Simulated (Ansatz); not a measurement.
Gas-phase electronic energies from Ansatz, PBE0-D4/def2-TZVP geometries. CCSD(T)/CBS adds triple-zeta CCSD(T) − MP2 to the extrapolated MP2 energy (def2 sets, frozen cores). This one scheme is used for every species. Functionals use def2-TZVPP. B3LYP here is the variant with VWN-RPA as its local correlation; programs differ in this. One conformer a species, not always the lowest.

Consider the substitution at a C–S bond: `NCSCO` + `N[SiH2]N` → `N[SiH2]NCO` + `NCS`.

(1) Is it downhill or uphill in electronic energy at CCSD(T)/CBS, and by how much? (Estimate.)

(2) What do these levels give: PBE-D4, PBE0, B3LYP, SCS-MP2/def2-TZVPP, MP2/def2-QZVPP, HF/CBS(def2)? (Estimate.)

Largest T1 diagnostic among the species: 0.011.

Results:

(1) Computed: Uphill: ΔE = +24.7 kJ/mol.

(2) Computed: PBE-D4 28.6, PBE0 24.8, B3LYP 23.7, SCS-MP2/def2-TZVPP 21.8, MP2/def2-QZVPP 27.4, HF/CBS(def2) 15.1 kJ/mol.

From PBE to PBE0 (25 % exact exchange), in def2-TZVPP and without D4, ΔE moves by −3.5 kJ/mol. In def2-TZVPP, CCSD(T) changes the Hartree–Fock value by +5.1 kJ/mol (the triples alone add +2.3 kJ/mol) and MP2 by +9.6 kJ/mol.
